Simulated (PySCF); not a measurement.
CH5N2S, SMILES NC([NH3+])=S, charge +1.

The structure is a stationary point at B3LYP-D3(BJ)/def2-SVP. The isomer is the one that the SMILES or the coordinates give; other isomers of the formula were not compared. One conformer was computed; it need not be the lowest.

Calculation: CAM-B3LYP/def2-TZVP (PySCF).

The total energy is -548.55266 hartree. The point group is Cs and the highest occupied level is -13.22 eV. The lowest empty level is -5.35 eV and the orbital gap is 7.87 eV. The dipole moment about the centre of nuclear charge comes out as 7.22 D and the mean static polarisability is 46.1 bohr³ (6.83 Å³). The polarisability, principal values is 29.6, 43.3, 65.5 bohr³.
